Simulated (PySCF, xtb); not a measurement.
Zn(SeH)2 (H2Se2Zn), SMILES [SeH][Zn][SeH].

GFN2-xTB run with xtb at its own geometry gives an orbital gap of 2.81 eV and a dipole moment of 4.14 D.

Geometry: B3LYP-D3(BJ)/def2-SVP. The structure was generated by enumeration; whether it is a known compound was not checked. Other conformers were not sampled.

### Question
What does PySCF with HF/def2-TZVPD give? (An estimate is asked for; the answer gives what the named calculation found.)

### Answer
gap 10.73 eV (levels -9.64 and 1.09 eV), dipole 0.66 D.
